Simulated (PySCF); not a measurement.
HLiO (SMILES [Li][OH]), singlet, at a GFN2-xTB geometry (such geometries of metal compounds can be far from the true shape); CASSCF(10,8)/6-31G* (PySCF).

Here is a job for PySCF.
```python
from pyscf import gto, scf, mcscf
import numpy

mol = gto.M(
    atom='''
Li   -0.00000000   -0.00000000   -1.22244050
O     0.00000000    0.00000000    0.30206273
H     0.00000000    0.00000000    1.25081970
''',
    basis='6-31g*',
    verbose=4,
)

mf = scf.RHF(mol)
mf.kernel()
mc = mcscf.CASSCF(mf, 8, 10)
mc.fix_spin_(ss=0.0)
mc.kernel()
occ = numpy.linalg.eigvalsh(mc.fcisolver.make_rdm1(mc.ci, mc.ncas, mc.nelecas))[::-1]
ss = mc.fcisolver.spin_square(mc.ci, mc.ncas, mc.nelecas)[0]
print('natural occupations', occ.round(4), ' <S^2>', round(ss, 4))
```

Question: Predict the main parts of the log of this PySCF run.

Answer: 
```
PySCF version 2.14.0

[INPUT] verbose = 4
[INPUT] num. atoms = 3
[INPUT] num. electrons = 12
[INPUT] charge = 0
[INPUT] spin (= nelec alpha-beta = 2S) = 0
[INPUT] symmetry False subgroup None
[INPUT] Mole.unit = angstrom
[INPUT] Symbol           X                Y                Z      unit          X                Y                Z       unit  Magmom
[INPUT]  1 Li     0.000000000000   0.000000000000  -1.222440500000 AA    0.000000000000   0.000000000000  -2.310077748576 Bohr   0.0
[INPUT]  2 O      0.000000000000   0.000000000000   0.302062730000 AA    0.000000000000   0.000000000000   0.570815832138 Bohr   0.0
[INPUT]  3 H      0.000000000000   0.000000000000   1.250819700000 AA    0.000000000000   0.000000000000   2.363706664211 Bohr   0.0

nuclear repulsion = 13.4346942218234
number of shells = 14
number of NR pGTOs = 58
number of NR cGTOs = 30
basis = 6-31g*
ecp = {}

******** <class 'pyscf.scf.hf.RHF'> ********
method = RHF
initial guess = minao
damping factor = 0
level_shift factor = 0
DIIS = <class 'pyscf.scf.diis.CDIIS'>
diis_start_cycle = 1
diis_space = 8
diis_damp = 0
SCF conv_tol = 1e-09
SCF conv_tol_grad = None
SCF max_cycles = 50
direct_scf = True
direct_scf_tol = 1e-13
Set gradient conv threshold to 3.16228e-05
Initial guess from minao.
init E= -82.6085880497885
  HOMO = -0.512402163301701  LUMO = -0.0548784000629916  gap/eV = 12.44986
cycle= 1 E= -82.7979469169852  delta_E= -0.189  |g|= 0.711  |ddm|= 1.21
  HOMO = -0.206434810752512  LUMO = 0.0196840831970806  gap/eV = 6.15301
cycle= 2 E= -82.8476635318274  delta_E= -0.0497  |g|= 0.534  |ddm|= 0.749
  HOMO = -0.372642217298363  LUMO = 0.0185676159948684  gap/eV = 10.64536
cycle= 3 E= -82.9005096715604  delta_E= -0.0528  |g|= 0.0193  |ddm|= 0.307
  HOMO = -0.371536820794195  LUMO = 0.0181663144268462  gap/eV = 10.60436
cycle= 4 E= -82.9006729658362  delta_E= -0.000163  |g|= 0.00551  |ddm|= 0.0326
  HOMO = -0.372762641999337  LUMO = 0.0186985933231982  gap/eV = 10.65220
cycle= 5 E= -82.9006845718136  delta_E= -1.16e-05  |g|= 0.000739  |ddm|= 0.00995
  HOMO = -0.372874542609056  LUMO = 0.018700896433971  gap/eV = 10.65531
cycle= 6 E= -82.9006847487026  delta_E= -1.77e-07  |g|= 7.85e-05  |ddm|= 0.00123
  HOMO = -0.372884134739295  LUMO = 0.0186962089027731  gap/eV = 10.65544
cycle= 7 E= -82.9006847521726  delta_E= -3.47e-09  |g|= 1.72e-05  |ddm|= 0.000181
  HOMO = -0.372888043262685  LUMO = 0.0186957648243422  gap/eV = 10.65554
cycle= 8 E= -82.9006847522935  delta_E= -1.21e-10  |g|= 2.03e-06  |ddm|= 2.31e-05
  HOMO = -0.372888271054394  LUMO = 0.0186957625422792  gap/eV = 10.65554
Extra cycle  E= -82.9006847522962  delta_E= -2.71e-12  |g|= 7.29e-07  |ddm|= 2.8e-06
converged SCF energy = -82.9006847522962

******** <class 'pyscf.mcscf.mc1step.CASSCF'> ********
CAS (5e+5e, 8o), ncore = 1, nvir = 21
max_cycle_macro = 50
max_cycle_micro = 4
conv_tol = 1e-07
conv_tol_grad = None
orbital rotation max_stepsize = 0.02
orbital rotation threshold for CI restart = 0.01
augmented hessian ah_max_cycle = 30
augmented hessian ah_conv_tol = 1e-12
augmented hessian ah_linear dependence = 1e-14
augmented hessian ah_level shift = 1e-08
augmented hessian ah_start_tol = 2.5
augmented hessian ah_start_cycle = 3
augmented hessian ah_grad_trust_region = 3
kf_trust_region = 3
kf_interval = 4
ci_response_space = 4
ci_grad_trust_region = 3
with_dep4 0
natorb = False
canonicalization = True
sorting_mo_energy = False
ao2mo_level = 2
internal_rotation = False
******** <class 'pyscf.fci.addons.SpinPenaltyFCISolver'> ********
max. cycles = 50
conv_tol = 1e-08
davidson only = True
linear dependence = 1e-12
level shift = 0.001
max iter space = 12
nroots = 1
pspace_size = 400
spin = None
CASCI E = -82.9016350073063  S^2 = 0.0000000
Set conv_tol_grad to 0.000316228
macro iter   1 ( 21 JK    4 micro), CASSCF E = -82.9190481235038  dE = -1.74131162e-02  S^2 = 0.0000000
               |grad[o]|=0.00862  |grad[c]|=0.0325  |ddm|=0.0415  |maxRot[o]|=0.289
macro iter   2 ( 21 JK    4 micro), CASSCF E = -82.9564390279496  dE = -3.73909044e-02  S^2 = 0.0000000
               |grad[o]|=0.0682  |grad[c]|=0.0436  |ddm|=0.0266  |maxRot[o]|=0.289
macro iter   3 ( 21 JK    4 micro), CASSCF E = -82.9818954325521  dE = -2.54564046e-02  S^2 = 0.0000000
               |grad[o]|=0.0549  |grad[c]|=0.0304  |ddm|=0.0126  |maxRot[o]|=0.305
macro iter   4 ( 21 JK    4 micro), CASSCF E = -82.9899829132243  dE = -8.08748067e-03  S^2 = 0.0000000
               |grad[o]|=0.0279  |grad[c]|=0.0213  |ddm|=0.00587  |maxRot[o]|=0.235
macro iter   5 ( 16 JK    4 micro), CASSCF E = -82.9903689681797  dE = -3.86054955e-04  S^2 = 0.0000000
               |grad[o]|=0.00469  |grad[c]|=0.0101  |ddm|=0.00328  |maxRot[o]|=0.134
macro iter   6 (  7 JK    2 micro), CASSCF E = -82.9904661352497  dE = -9.71670701e-05  S^2 = 0.0000000
               |grad[o]|=0.00391  |grad[c]|=0.00234  |ddm|=0.00103  |maxRot[o]|=0.0699
macro iter   7 (  7 JK    2 micro), CASSCF E = -82.9905465079738  dE = -8.03727240e-05  S^2 = 0.0000000
               |grad[o]|=0.00362  |grad[c]|=0.00574  |ddm|=0.000943  |maxRot[o]|=0.0699
macro iter   8 (  7 JK    2 micro), CASSCF E = -82.9906095952517  dE = -6.30872780e-05  S^2 = 0.0000000
               |grad[o]|=0.00346  |grad[c]|=0.00964  |ddm|=0.00081  |maxRot[o]|=0.0699
macro iter   9 (  7 JK    2 micro), CASSCF E = -82.9906691501223  dE = -5.95548706e-05  S^2 = 0.0000000
               |grad[o]|=0.00335  |grad[c]|=0.0135  |ddm|=0.000825  |maxRot[o]|=0.0699
macro iter  10 (  7 JK    2 micro), CASSCF E = -82.9907285270046  dE = -5.93768822e-05  S^2 = 0.0000000
               |grad[o]|=0.00329  |grad[c]|=0.0171  |ddm|=0.00088  |maxRot[o]|=0.0699
macro iter  11 (  7 JK    2 micro), CASSCF E = -82.9907898957107  dE = -6.13687061e-05  S^2 = 0.0000000
               |grad[o]|=0.00325  |grad[c]|=0.0201  |ddm|=0.00097  |maxRot[o]|=0.0699
macro iter  12 (  7 JK    2 micro), CASSCF E = -82.9908548930549  dE = -6.49973442e-05  S^2 = 0.0000000
               |grad[o]|=0.00322  |grad[c]|=0.0223  |ddm|=0.00107  |maxRot[o]|=0.0699
macro iter  13 (  7 JK    2 micro), CASSCF E = -82.9909248466791  dE = -6.99536242e-05  S^2 = 0.0000000
               |grad[o]|=0.0032  |grad[c]|=0.0236  |ddm|=0.00118  |maxRot[o]|=0.0699
macro iter  14 (  7 JK    2 micro), CASSCF E = -82.9910011466219  dE = -7.62999429e-05  S^2 = 0.0000000
               |grad[o]|=0.0032  |grad[c]|=0.0238  |ddm|=0.0013  |maxRot[o]|=0.0699
macro iter  15 (  7 JK    2 micro), CASSCF E = -82.9910854256194  dE = -8.42789974e-05  S^2 = 0.0000000
               |grad[o]|=0.00321  |grad[c]|=0.0229  |ddm|=0.00142  |maxRot[o]|=0.0699
macro iter  16 (  7 JK    2 micro), CASSCF E = -82.9911797642018  dE = -9.43385825e-05  S^2 = 0.0000000
               |grad[o]|=0.00324  |grad[c]|=0.021  |ddm|=0.00155  |maxRot[o]|=0.0699
macro iter  17 ( 12 JK    3 micro), CASSCF E = -82.9913379959918  dE = -1.58231790e-04  S^2 = 0.0000000
               |grad[o]|=0.00329  |grad[c]|=0.0756  |ddm|=0.00476  |maxRot[o]|=0.149
macro iter  18 ( 21 JK    4 micro), CASSCF E = -82.9917139201511  dE = -3.75924159e-04  S^2 = 0.0000000
               |grad[o]|=0.00342  |grad[c]|=0.0173  |ddm|=0.00396  |maxRot[o]|=0.0374
macro iter  19 ( 21 JK    4 micro), CASSCF E = -82.9921564271463  dE = -4.42506995e-04  S^2 = 0.0000000
               |grad[o]|=0.00372  |grad[c]|=0.0179  |ddm|=0.0045  |maxRot[o]|=0.0402
macro iter  20 ( 21 JK    4 micro), CASSCF E = -82.9926510588101  dE = -4.94631664e-04  S^2 = 0.0000000
               |grad[o]|=0.00406  |grad[c]|=0.0183  |ddm|=0.00499  |maxRot[o]|=0.0417
macro iter  21 ( 21 JK    4 micro), CASSCF E = -82.9931395766243  dE = -4.88517814e-04  S^2 = 0.0000000
               |grad[o]|=0.00429  |grad[c]|=0.018  |ddm|=0.00514  |maxRot[o]|=0.0401
macro iter  22 ( 21 JK    4 micro), CASSCF E = -82.9935466636321  dE = -4.07087008e-04  S^2 = 0.0000000
               |grad[o]|=0.00429  |grad[c]|=0.0169  |ddm|=0.0047  |maxRot[o]|=0.0346
macro iter  23 ( 21 JK    4 micro), CASSCF E = -82.9938389940181  dE = -2.92330386e-04  S^2 = 0.0000000
               |grad[o]|=0.00402  |grad[c]|=0.0158  |ddm|=0.00389  |maxRot[o]|=0.0274
macro iter  24 ( 21 JK    4 micro), CASSCF E = -82.9940316168142  dE = -1.92622796e-04  S^2 = 0.0000000
               |grad[o]|=0.00359  |grad[c]|=0.015  |ddm|=0.00302  |maxRot[o]|=0.0207
macro iter  25 (  7 JK    2 micro), CASSCF E = -82.9940872441173  dE = -5.56273032e-05  S^2 = 0.0000000
               |grad[o]|=0.00314  |grad[c]|=0.0109  |ddm|=0.00113  |maxRot[o]|=0.0699
macro iter  26 (  7 JK    2 micro), CASSCF E = -82.9941425434229  dE = -5.52993055e-05  S^2 = 0.0000000
               |grad[o]|=0.00294  |grad[c]|=0.00712  |ddm|=0.0011  |maxRot[o]|=0.0699
macro iter  27 (  7 JK    2 micro), CASSCF E = -82.9941958923921  dE = -5.33489692e-05  S^2 = 0.0000000
               |grad[o]|=0.00272  |grad[c]|=0.00353  |ddm|=0.00101  |maxRot[o]|=0.0699
macro iter  28 (  7 JK    2 micro), CASSCF E = -82.9942481155030  dE = -5.22231110e-05  S^2 = 0.0000000
               |grad[o]|=0.00248  |grad[c]|=0.000975  |ddm|=0.000925  |maxRot[o]|=0.0699
macro iter  29 (  7 JK    2 micro), CASSCF E = -82.9943006999963  dE = -5.25844933e-05  S^2 = 0.0000000
               |grad[o]|=0.00222  |grad[c]|=0.0022  |ddm|=0.000878  |maxRot[o]|=0.0699
macro iter  30 ( 16 JK    4 micro), CASSCF E = -82.9943562275896  dE = -5.55275933e-05  S^2 = 0.0000000
               |grad[o]|=0.00189  |grad[c]|=0.00417  |ddm|=0.000666  |maxRot[o]|=0.0899
macro iter  31 (  7 JK    2 micro), CASSCF E = -82.9943742131043  dE = -1.79855147e-05  S^2 = 0.0000000
               |grad[o]|=0.0014  |grad[c]|=0.00146  |ddm|=0.000483  |maxRot[o]|=0.0699
macro iter  32 ( 16 JK    4 micro), CASSCF E = -82.9943903803383  dE = -1.61672340e-05  S^2 = 0.0000000
               |grad[o]|=0.00121  |grad[c]|=0.00295  |ddm|=0.000336  |maxRot[o]|=0.0899
macro iter  33 (  7 JK    2 micro), CASSCF E = -82.9943987572344  dE = -8.37689610e-06  S^2 = 0.0000000
               |grad[o]|=0.000923  |grad[c]|=0.000777  |ddm|=0.000297  |maxRot[o]|=0.0699
macro iter  34 (  7 JK    2 micro), CASSCF E = -82.9944070725558  dE = -8.31532137e-06  S^2 = 0.0000000
               |grad[o]|=0.000806  |grad[c]|=0.00262  |ddm|=0.000313  |maxRot[o]|=0.0699
macro iter  35 ( 15 JK    4 micro), CASSCF E = -82.9944113023573  dE = -4.22980156e-06  S^2 = 0.0000000
               |grad[o]|=0.000633  |grad[c]|=0.00719  |ddm|=0.00024  |maxRot[o]|= 0.11
macro iter  36 (  7 JK    2 micro), CASSCF E = -82.9944146505380  dE = -3.34818064e-06  S^2 = 0.0000000
               |grad[o]|=0.000433  |grad[c]|=0.00163  |ddm|=0.000143  |maxRot[o]|=0.0699
macro iter  37 (  6 JK    2 micro), CASSCF E = -82.9944165981938  dE = -1.94765583e-06  S^2 = 0.0000000
               |grad[o]|=0.000358  |grad[c]|=0.00154  |ddm|=0.000117  |maxRot[o]|= 0.05
macro iter  38 (  4 JK    1 micro), CASSCF E = -82.9944178654020  dE = -1.26720822e-06  S^2 = 0.0000000
               |grad[o]|=0.000275  |grad[c]|=0.00128  |ddm|=0.000101  |maxRot[o]|=0.0294
macro iter  39 (  7 JK    2 micro), CASSCF E = -82.9944186044996  dE = -7.39097615e-07  S^2 = 0.0000000
               |grad[o]|=0.000181  |grad[c]|=0.00051  |ddm|=0.000134  |maxRot[o]|=0.00198
macro iter  40 (  3 JK    1 micro), CASSCF E = -82.9944187087775  dE = -1.04277888e-07  S^2 = 0.0000000
               |grad[o]|=0.000101  |grad[c]|=0.00034  |ddm|=3.38e-05  |maxRot[o]|=0.000536
macro iter  41 (  3 JK    1 micro), CASSCF E = -82.9944187549887  dE = -4.62112268e-08  S^2 = 0.0000000
               |grad[o]|=5.74e-05  |grad[c]|=0.000227  |ddm|=2.23e-05  |maxRot[o]|=0.000348
1-step CASSCF converged in  41 macro (469 JK 110 micro) steps
CASSCF canonicalization
Density matrix diagonal elements [1.99994685 1.99402072 1.98075673 1.97578652 1.97578652 0.02514161
 0.02428053 0.02428053]
CASSCF energy = -82.9944187549887
CASCI E = -82.9944187549887  E(CI) = -83.2191367194773  S^2 = 0.0000000
natural occupations [2.     1.999  1.977  1.977  1.9759 0.025  0.0231 0.0231]  <S^2> 0.0
```
